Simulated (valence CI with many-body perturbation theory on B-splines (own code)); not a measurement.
Missing levels of Nb²⁷⁺

Method: valence CI with perturbative core correlation (CI+MBPT): four valence electrons over a frozen Dirac-Fock core [Ne], a basis of 11 s, 11 p, 10 d, 8 f, 5 g, 2 h functions for each j, with the one-electron correlation potential Σ1, the two-electron term Σ2, the three-electron term Σ3, Breit, model QED; selected CI, second order for the rest, scaled by the run's own slope (own B-spline code, finite nucleus).

The last digits are not significant, and no measured levels were compared; by estimate large intervals hold to a few tenths of a per cent, small ones and those within an open d or f shell to about a per cent. Among the levels kept, up to 710 cm⁻¹ of a level comes from second order outside the variational space, and about a tenth of that is noise between levels of different J, which matters for small intervals.

```csv
Level,E (eV)
(3s^2 3p1/2^2) J=0,0.00
(3s^2 3p1/2 3p3/2) J=1,17.58
(3s^2 3p1/2 3p3/2) J=2,21.78
(3s^2 3p3/2^2) J=2,42.59
(3s^2 3p3/2^2) J=0,?
(3s 3p1/2^2 3p3/2) J=2,?
(3s 3p1/2^2 3p3/2) J=1,?
(3s 3p1/2 3p3/2^2) J=2,?
(3s 3p1/2 3p3/2^2) J=3,106.75
(3s^2 3p1/2 3d3/2) J=2 [a],114.77
(3s 3p1/2 3p3/2^2) J=0,116.04
(3s 3p1/2 3p3/2^2) J=1 [a],118.22
(3s^2 3p1/2 3d3/2) J=2 [b],125.08
(3s 3p1/2 3p3/2^2) J=1 [b],130.71
(3s^2 3p1/2 3d5/2) J=3,131.88
(3s 3p3/2^3) J=2,132.96
(3s^2 3p1/2 3d3/2) J=1,139.38
(3s^2 3p1/2 3d5/2) J=2,139.97
(3s^2 3p3/2 3d5/2) J=4,?
(3s 3p3/2^3) J=1,?
```

Levels are named by their leading jj configuration (3d3/2^4 stands for four electrons in 3d with j = 3/2), which in mixed levels can hold well under half, so a name can repeat and another be missing. Letters in brackets count levels of one name in rising energy.

**Question.** The levels stand in rising order. What does the calculation give for the missing energies?

**Answer.** (3s^2 3p3/2^2) J=0 52.67; (3s 3p1/2^2 3p3/2) J=2 81.24; (3s 3p1/2^2 3p3/2) J=1 95.97; (3s 3p1/2 3p3/2^2) J=2 100.80; (3s^2 3p3/2 3d5/2) J=4 147.32; (3s 3p3/2^3) J=1 151.18.
